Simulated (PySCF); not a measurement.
Potential energy surface of H6GeSi, singlet: internal rotation, threefold axis kept, other coordinates relaxed. Scanned: torsion (0 = eclipsed). Other coordinates (Si-Ge length, H-Si-Ge angle, H-Ge-Si angle, Si-H length, Ge-H length) were minimised at PBE0/def2-TZVP.

Level of theory: CCSD(T) on RHF/cc-pVDZ, 14 core orbitals frozen run with PySCF.

Scanned values (°): 0, 10, 20, 30, 40, 50, 60.

Locate the minima and the barriers on this grid.

Lower than their neighbours: 60° (0.00 kcal/mol, end of the scan). Higher than their neighbours: 0° (0.85 kcal/mol, end of the scan). The whole profile spans 0.85 kcal/mol.
